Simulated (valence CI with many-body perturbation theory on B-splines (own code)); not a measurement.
K4+: electric-dipole lines

Level of theory: valence CI with perturbative core correlation (CI+MBPT): five valence electrons over a frozen Dirac-Fock core [Ne], a basis of 11 s, 11 p, 10 d, 8 f, 5 g, 2 h functions for each j, with the one-electron correlation potential Σ1 (screened to all orders), the two-electron term Σ2, the three-electron term Σ3, Breit, model QED; selected single and double excitations, second order for the rest, scaled by the run's own slope (own B-spline code, finite nucleus).

Against 33 measured levels this calculation errs by 288 cm⁻¹ on average and by 1156 at most. These come from a selection out of Sansonetti, J. Phys. Chem. Ref. Data 37, 7 (2008). Levels without a partner in it may be off by more. Among the levels kept, up to 3400 cm⁻¹ of a level comes from second order outside the variational space, and about a tenth of that is noise between levels of different J, which matters for small intervals. 5 measured levels below the end of the list, from 206720 cm⁻¹ on, found no clear computed partner, and computed levels of the same name lie up to 6871 cm⁻¹ from them.

Lines 201 to 250 of 580 in falling wavelength, among levels below 469680 cm⁻¹, chosen from the strongest by gf and those to the six lowest levels. Wavelengths and rates use the calculated energies, so an error of 300 cm⁻¹ moves a line at 68.76 nm by 0.21 % and its rate by three times that or more. Electric multipoles are in the length gauge, E1 and E2 with the static RPA response of the core. Weak lines are less certain than strong ones. Lines between different terms over intervals too small for the method are left out, as are lines whose strength nearly cancels. Where a level lies close to another of its J and parity, the split of strength between their lines is uncertain. The highest levels of a list are the least certain.

Names give the largest LS component (configuration and term), which can be under half, so a name can repeat, a term be missing and a line seem to break the LS rules; names also repeat where a configuration has a term twice. Letters in brackets count levels of one name in rising energy.

| λ vac (nm) | λ from measured levels | Upper | Lower | A (s⁻¹) | S (a.u.) with core polarisation | S without |
| --- | --- | --- | --- | --- | --- | --- |
| 68.80 |  | 3s.3p3.3d 4G°_7/2 | 3s2.3p2.3d 4F_5/2 | 6.94e+08 | 8.92e-01 | 9.31e-01 |
| 68.76 | 68.70 | 3s.3p4 2D_3/2 | 3s2.3p3 2D°_3/2 | 6.39e+08 | 4.10e-01 | 4.29e-01 |
| 68.70 | 68.64 | 3s.3p4 2D_5/2 | 3s2.3p3 2D°_3/2 | 2.86e+07 | 2.74e-02 | 2.87e-02 |
| 68.60 |  | 3s.3p3.3d 4G°_5/2 | 3s2.3p2.3d 4F_3/2 | 6.93e+08 | 6.63e-01 | 6.92e-01 |
| 67.22 |  | 3s.3p3.3d 2F°_7/2 [d] | 3s2.3p2.3d 2D_5/2 [c] | 2.24e+08 | 2.69e-01 | 2.81e-01 |
| 66.91 |  | 3p5 2P°_3/2 | 3s.3p4 2D_5/2 | 9.18e+08 | 5.43e-01 | 5.68e-01 |
| 66.76 |  | 3s2.3p2.4p 2P°_3/2 [b] | 3s2.3p2.3d 2P_3/2 [b] | 5.40e+08 | 3.17e-01 | 3.23e-01 |
| 65.89 |  | 3p5 2P°_1/2 | 3s.3p4 2D_3/2 | 9.64e+08 | 2.72e-01 | 2.85e-01 |
| 65.73 |  | 3s.3p3.3d 2G°_9/2 [a] | 3s2.3p2.3d 4D_7/2 | 1.75e+08 | 2.46e-01 | 2.56e-01 |
| 65.54 |  | 3s.3p3.3d 2G°_7/2 [a] | 3s2.3p2.3d 2F_5/2 [a] | 2.58e+08 | 2.87e-01 | 2.99e-01 |
| 64.73 | 64.63 | 3s2.3p2.3d 2P_3/2 [a] | 3s2.3p3 2P°_3/2 | 1.03e+08 | 5.53e-02 | 5.87e-02 |
| 64.60 | 64.50 | 3s2.3p2.3d 2P_3/2 [a] | 3s2.3p3 2P°_1/2 | 3.23e+07 | 1.72e-02 | 1.82e-02 |
| 64.22 |  | 3s.3p3.3d 4D°_7/2 [b] | 3s2.3p2.3d 2F_7/2 [a] | 2.61e+08 | 2.72e-01 | 2.77e-01 |
| 64.12 |  | 3s.3p3.3d 4D°_5/2 [b] | 3s2.3p2.3d 4D_5/2 | 3.30e+08 | 2.58e-01 | 2.62e-01 |
| 64.10 | 64.00 | 3s2.3p2.3d 2P_1/2 [a] | 3s2.3p3 2P°_3/2 | 5.73e+07 | 1.49e-02 | 1.58e-02 |
| 64.00 |  | 3s2.3p2.4p 2F°_5/2 | 3s2.3p2.3d 2G_7/2 | 2.31e+09 | 1.80e+00 | 1.78e+00 |
| 63.97 | 63.87 | 3s2.3p2.3d 2P_1/2 [a] | 3s2.3p3 2P°_1/2 | 1.71e+08 | 4.41e-02 | 4.66e-02 |
| 63.84 |  | 3s2.3p2.4p 2F°_7/2 | 3s2.3p2.3d 2G_9/2 | 2.37e+09 | 2.43e+00 | 2.42e+00 |
| 63.71 |  | 3s.3p3.3d 2D°_5/2 [d] | 3s2.3p2.3d 2P_3/2 [c] | 2.64e+08 | 2.02e-01 | 2.13e-01 |
| 63.32 |  | 3s.3p3.3d 4D°_7/2 [b] | 3s2.3p2.3d 4D_7/2 | 4.40e+08 | 4.41e-01 | 4.49e-01 |
| 63.21 |  | 3s.3p3.3d 4P°_3/2 [a] | 3s2.3p2.3d 4D_5/2 | 8.37e+08 | 4.17e-01 | 4.26e-01 |
| 63.11 |  | 3s.3p3.3d 4P°_1/2 [a] | 3s2.3p2.3d 4D_3/2 | 1.11e+09 | 2.75e-01 | 2.81e-01 |
| 63.05 |  | 3s.3p3.3d 4P°_1/2 [a] | 3s2.3p2.3d 4D_1/2 | 1.13e+09 | 2.78e-01 | 2.85e-01 |
| 62.98 |  | 3s.3p3.3d 4P°_3/2 [a] | 3s2.3p2.3d 4D_3/2 | 6.80e+08 | 3.35e-01 | 3.43e-01 |
| 62.85 |  | 3s.3p3.3d 2D°_5/2 [a] | 3s2.3p2.3d 2F_7/2 [a] | 9.16e+08 | 6.73e-01 | 6.95e-01 |
| 62.71 |  | 3s.3p3.3d 4P°_3/2 [a] | 3s2.3p2.3d 2F_5/2 [a] | 5.71e+08 | 2.78e-01 | 2.84e-01 |
| 62.62 |  | 3s.3p3.3d 4P°_5/2 [a] | 3s2.3p2.3d 4D_7/2 | 1.47e+09 | 1.07e+00 | 1.10e+00 |
| 62.61 |  | 3s.3p3.3d 2F°_7/2 [d] | 3s2.3p2.3d 2F_7/2 [b] | 4.80e+08 | 4.66e-01 | 4.87e-01 |
| 62.53 |  | 3s.3p3.3d 2F°_5/2 [d] | 3s2.3p2.3d 2F_5/2 [b] | 5.29e+08 | 3.83e-01 | 4.01e-01 |
| 62.49 |  | 3s.3p3.3d 2D°_3/2 [a] | 3s2.3p2.3d 4D_5/2 | 4.42e+08 | 2.13e-01 | 2.20e-01 |
| 62.19 |  | 3s2.3p2.4p 2P°_3/2 [d] | 3s2.3p2.3d 2D_5/2 [a] | 1.11e+09 | 5.25e-01 | 5.17e-01 |
| 62.00 |  | 3s.3p3.3d 2D°_3/2 [a] | 3s2.3p2.3d 2F_5/2 [a] | 8.38e+08 | 3.94e-01 | 4.08e-01 |
| 61.84 |  | 3s.3p3.3d 4F°_9/2 [b] | 3s2.3p2.3d 2F_7/2 [a] | 6.15e+08 | 7.18e-01 | 7.48e-01 |
| 61.52 |  | 3s2.3p2.4p 2P°_1/2 [c] | 3s2.3p2.3d 2D_3/2 [a] | 1.14e+09 | 2.62e-01 | 2.58e-01 |
| 61.27 |  | 3s.3p3.3d 4D°_3/2 [b] | 3s2.3p2.3d 4F_5/2 | 2.41e+09 | 1.09e+00 | 1.10e+00 |
| 61.26 |  | 3s2.3p2.4p 4D°_1/2 [a] | 3s2.3p2.3d 4F_3/2 | 3.00e+09 | 6.80e-01 | 6.84e-01 |
| 61.23 |  | 3s.3p3.3d 4D°_5/2 [b] | 3s2.3p2.3d 4F_7/2 | 2.33e+09 | 1.59e+00 | 1.60e+00 |
| 61.18 |  | 3s.3p3.3d 4F°_7/2 [b] | 3s2.3p2.3d 4D_5/2 | 9.20e+08 | 8.32e-01 | 8.69e-01 |
| 61.15 |  | 3s.3p3.3d 4D°_7/2 [b] | 3s2.3p2.3d 4F_9/2 | 2.39e+09 | 2.16e+00 | 2.17e+00 |
| 61.08 |  | 3s.3p3.3d 4D°_3/2 [b] | 3s2.3p2.3d 4F_3/2 | 4.94e+08 | 2.22e-01 | 2.23e-01 |
| 61.06 |  | 3s.3p3.3d 4F°_5/2 [b] | 3s2.3p2.3d 4D_5/2 | 4.13e+08 | 2.79e-01 | 2.86e-01 |
| 61.00 |  | 3s.3p3.3d 4F°_9/2 [b] | 3s2.3p2.3d 4D_7/2 | 8.89e+08 | 9.97e-01 | 1.04e+00 |
| 60.96 |  | 3s2.3p2.4p 2D°_3/2 [a] | 3s2.3p2.3d 4D_5/2 | 9.70e+08 | 4.34e-01 | 4.27e-01 |
| 60.95 |  | 3s.3p3.3d 4D°_5/2 [b] | 3s2.3p2.3d 4F_5/2 | 3.69e+08 | 2.48e-01 | 2.48e-01 |
| 60.84 |  | 3s.3p3.3d 4F°_5/2 [b] | 3s2.3p2.3d 4D_3/2 | 6.67e+08 | 4.45e-01 | 4.66e-01 |
| 60.82 |  | 3s2.3p2.4p 4P°_5/2 | 3s2.3p2.3d 4D_3/2 | 4.93e+08 | 3.28e-01 | 3.37e-01 |
| 60.81 |  | 3s2.3p2.4p 4P°_3/2 | 3s2.3p2.3d 2F_5/2 [a] | 1.03e+09 | 4.59e-01 | 4.51e-01 |
| 60.79 |  | 3s2.3p2.4p 2D°_5/2 [a] | 3s2.3p2.3d 2F_7/2 [a] | 1.49e+09 | 9.92e-01 | 9.78e-01 |
| 60.78 |  | 3s.3p3.3d 2D°_5/2 [c] | 3s2.3p2.3d 2D_5/2 [a] | 3.92e+08 | 2.60e-01 | 2.72e-01 |
| 60.77 |  | 3s.3p3.3d 4F°_3/2 [b] | 3s2.3p2.3d 4D_3/2 | 5.99e+08 | 2.65e-01 | 2.75e-01 |
